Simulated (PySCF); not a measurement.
BH, SMILES [BH] (connectivity only; charge and spin as stated), neutral, multiplicity 1. The structure is a stationary point at PBE0-D3(BJ)/def2-TZVPD.

TDA-LC-ωPBE/def2-TZVPD in PySCF puts the lowest singlet excitations at 2.77, 2.77, 6.54, 8.94, 9.14, 9.24 eV.

What are the lowest excitation roots from ADC(3)/aug-cc-pVDZ (PySCF)? (The exact figures need the calculation; the answer reports its results.)

2.67, 2.67, 5.48, 6.25, 7.31, 7.31 eV. S1 differs by -0.10 eV (second minus first; roots are paired by order, and the bases may differ).
